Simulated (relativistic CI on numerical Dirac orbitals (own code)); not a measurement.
# Spin-allowed bands of a d7 ion in a tetrahedral site, by hand

Problem. A d7 ion in a tetrahedral site has a 4A2 ground term and spin-allowed bands at ν1 = 5700 and ν2 = 9725 cm⁻¹ (from a computed ligand-field model). Find Δ and the Racah parameter B, and predict the third band.

Working.
1. The F term splits into A2 (−1.2Δ), T2 (−0.2Δ) and T1 (+0.6Δ), so ν1 = E(T2) − E(A2) = Δ = 5700 cm⁻¹.
2. T1(F) mixes with T1(P), which lies at 15B, through an element 0.4Δ. The two roots, counted from A2, are ν2,3 = ½(15B + 3Δ) ∓ ½√[(15B − Δ)² + 12BΔ].
3. Solving the lower root for B gives B = (2ν1² + ν2² − 3ν1ν2)/(15ν2 − 27ν1) = -6741875/-8025 = 840 cm⁻¹.
4. The sum of the roots is 15B + 3Δ, so ν3 = 15B + 3ν1 − ν2 = 19977 cm⁻¹ (501 nm).

Check. The bands were computed by exact diagonalisation of the d7 shell with B = 840 and Δ = 5700 cm⁻¹, which gives ν3 = 19975 cm⁻¹. C does not enter the terms of highest spin.
